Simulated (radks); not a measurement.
The numbers below are computed, except where a source is named.
Problem. Ionisation of Sc, [Ar] 3d1 4s2, to Sc+, [Ar] 3d1 4s1, under several functionals. Scalar-relativistic Kohn-Sham, spin-polarised, spherical densities, finite nucleus; open shells are filled with parallel spins first; a radial shooting solver on a logarithmic mesh with Libxc functionals. The NIST Atomic Spectra Database gives 6.561 eV (measured). Rank these functionals by the error of their Delta-SCF ionisation energy: SCAN; exchange-only r2SCAN; Wu-Cohen GGA; PBE; AM05; exchange-only B88; OLYP.

Solution. From best to worst: PBE 6.461 eV (-0.101); AM05 6.350 eV (-0.211); OLYP 6.339 eV (-0.222); Wu-Cohen GGA 6.328 eV (-0.234); SCAN 6.202 eV (-0.360); exchange-only B88 5.607 eV (-0.954); exchange-only r2SCAN 5.292 eV (-1.270). Open shells are spherical and high-spin; term and fine-structure splittings are not resolved.
